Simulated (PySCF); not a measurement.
Spinor energies of V⁵⁺ (vanadium, charge +5)

Start: [Ar]. Calculated with PySCF 2.14 in x2c-TZVPPall-2c with one added diffuse shell each of s, p, d, f type (7s8p5d3f1g, 86 functions): generalised Hartree-Fock with the X2C-1e Hamiltonian and a Gaussian nucleus; spin-orbit coupling (SO) screened by Boettger's factors.

| spinor shell | electrons | ε, screened SO (eV) | weight of nominal j (screened SO) | rms radius, screened SO (bohr) |
| --- | --- | --- | --- | --- |
| 1s1/2 | 2 | -5601.0 | 1.000 | 0.0768 |
| 2s1/2 | 2 | -740.56 | 1.000 | 0.332 |
| 2p1/2 | 2 | -633.78 | 1.000 | 0.300 |
| 2p3/2 | 4 | -626.47 | 1.000 | 0.303 |
| 3s1/2 | 2 | -162.85 | 1.000 | 0.969 |
| 3p1/2 | 2 | -129.11 | 1.000 | 1.02 |
| 3p3/2 | 4 | -128.09 | 1.000 | 1.02 |

```
   quantity  screened SO
E (hartree)   -942.34272
        M_J            0
       ⟨J²⟩        0.000
       ⟨L²⟩        0.000
       ⟨S²⟩        0.000
```
